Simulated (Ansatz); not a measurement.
`BOCO[SiH3]` + `FCS` → `FCS[SiH3]` + `BOCO`  (ligand exchange at the Si–O bond)

Program: Ansatz. Geometries: PBE0-D4/def2-TZVP. ΔE: electronic, gas phase. CCSD(T)/CBS adds triple-zeta CCSD(T) − MP2 to the extrapolated MP2 energy (def2 sets, frozen cores). DFT in def2-TZVPP. One conformer a species, not always the lowest.

```tsv
level	ΔE (kJ/mol)
PBE0	20.0
r2SCAN0	27.1
CCSD/def2-SVP	31.5
CCSD/def2-TZVPP	35.1
```

Question: What does CCSD(T)/CBS give? (An estimate is asked.)

Answer: The calculation gave: +30.0 kJ/mol. The listed levels differ from it by -10.0, -2.9, 1.5, 5.1 kJ/mol.

Largest T1 diagnostic among the species: 0.013.

From BLYP to BHLYP (50 % exact exchange), in def2-TZVPP and without D4, ΔE moves by +7.5 kJ/mol. In def2-TZVPP, CCSD(T) changes the Hartree–Fock value by −13.0 kJ/mol (the triples alone add −2.7 kJ/mol) and MP2 by −14.4 kJ/mol. Leaving LDA and LC-ωPBE aside and taking each functional with its dispersion term where it has one, the values, not all of them listed here, spread over 21.5 kJ/mol, from revPBE-D4 to CAM-B3LYP-D4. LDA lies +4.0 kJ/mol from PBE without D4.
